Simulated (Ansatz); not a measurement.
# Energy profile

The step: InNH₂ ([NH2][In]) + CH₄ → CH₃In ([CH3][In]) + NH₃; bonds formed: In1–C4, N2–H3; bonds broken: In1–N2, H3–C4 (atoms numbered as in the saddle structure below).

In1  (-0.798, -1.501, -0.983)
N2  (-0.332, -0.858, 1.189)
H3  (0.038, 0.044, 0.316)
C4  (0.333, 0.814, -0.854)
H5  (0.403, -1.311, 1.720)
H6  (-1.072, -0.605, 1.833)
H7  (1.148, 0.524, -1.529)
H8  (0.733, 1.619, -0.222)
H9  (-0.452, 1.275, -1.468)
(Å)

Electronic energies by CCSD(T) at an estimated basis limit (MP2 extrapolated from triple and quadruple zeta, plus CCSD(T) − MP2 in triple zeta), on PBE0-D4/def2-TZVP structures; CH6InN, closed shell; no counterpoise correction. Ansatz 0.2.0; basis: def2-TZVPP and def2-QZVPP; cores frozen in the correlated methods. Filled d shells of the heavier atoms are correlated. Core potentials replace the inner electrons of the atoms past krypton. The def2 sets are not built for correlating such inner shells, so the correlated values are less sure here. Extrapolation: Hartree–Fock as exp(−7.88 √X), correlation as X^−2.97.

Q: Give the profile in kJ/mol, counted from the separated reactants. (An estimate is asked for; the value comes from the calculation.)

A: The calculation gives:
| point | kJ/mol |
| --- | --- |
| separated: InNH2 (linked as [NH2][In]; In1, N2, H5, H6; singlet) + CH4 (H3, C4, H7, H8, H9; singlet) | 0.0 |
| start structure | -7.3 |
| saddle | 142.9 |
| end structure | 35.9 |
| separated: CH3In (linked as [CH3][In]; In1, C4, H7, H8, H9; singlet) + NH3 (N2, H3, H5, H6; singlet) | 75.5 |

The T1 diagnostic stays at or below 0.018.

For scale, one of the runs: CCSD(T)/def2-TZVPP, 196 basis functions, launched by `ansatz run in.yaml --threads 4 --pin off --events-out ev --progress --plain --max-ram 9574MiB`. The run took 56 s on 4 CPU threads of an Arm Neoverse V1 (shared host), with 2.6 GiB of host memory at its peak.
